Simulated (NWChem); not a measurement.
CH₆GaNO; SMILES [GaH]([NH2])[O]C

```xyz
10

Ga    -0.4109     0.5366    -0.0012
H     -1.7291     1.3642     0.0432
O     -0.5432    -1.2644     0.0049
C      0.6031    -2.0923     0.0019
H      1.2357    -1.9380     0.8898
H      0.2743    -3.1390     0.0046
H      1.2291    -1.9431    -0.8924
N      1.2739     1.2501     0.0307
H      1.4325     2.2370    -0.1258
H      2.1049     0.7017    -0.1475
```
Atoms are numbered in this order, from 1.

Results from NWChem. The geometry was optimised at B3LYP/6-31G* (spherical d). Total energies compare along this basis series because the functional is fixed.

| level | basis functions | energy (Ha) | highest occupied level (eV) | orbital gap (eV) | dipole (D) |
|---|---|---|---|---|---|
| Hartree-Fock/cc-pVDZ | 99 | -2093.9223 | -10.73 | 13.35 | 2.27 |
| Hartree-Fock/aug-cc-pVDZ | 159 | -2093.9427 | -10.87 | 11.66 | 2.03 |
| Hartree-Fock/cc-pVTZ | 217 | -2094.0558 | -10.85 | 13.21 | 2.10 |
